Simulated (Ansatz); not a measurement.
System (SMILES): F[C]F (closed-shell singlet).
Atoms: F1, C2, F3. Bonds: F1-C2, C2-F3.

Basis-set convergence of the harmonic zero-point energy at B3LYP with Ansatz (a first-principles code). Each level at its own minimum, finite differences of forces, unscaled; the reference is a large set that could be run, not a limit. Cartesian d functions, on some or all atoms, in 6-31G**; all else is spherical. The program fits the integrals of some runs and decomposes those of others, by size. No added dispersion term, no relativity. Reference: the value in aug-pcseg-2, 4.28 kcal/mol. Deviations are taken from unrounded values.

| basis | functions | harmonic zero-point energy (kcal/mol) | minus reference (kcal/mol) |
|---|---|---|---|
| 3-21G | 27 | 4.16 | -0.12 |
| cc-pVDZ | 42 | 4.31 | 0.04 |
| def2-SVP | 42 | 4.49 | 0.22 |
| 6-31G** | 45 | 4.36 | 0.09 |
| 6-311G** | 54 | 4.30 | 0.02 |
| aug-cc-pVDZ | 69 | 4.15 | -0.12 |
| aug-pcseg-1 | 69 | 4.22 | -0.05 |
| cc-pVTZ | 90 | 4.31 | 0.04 |
| pcseg-2 | 90 | 4.29 | 0.01 |
| def2-TZVPP | 93 | 4.30 | 0.02 |
| 6-311++G(3df,3pd) | 117 | 4.29 | 0.01 |
| cc-pCVTZ | 129 | 4.32 | 0.04 |
| aug-cc-pVTZ | 138 | 4.27 | 0.00 |
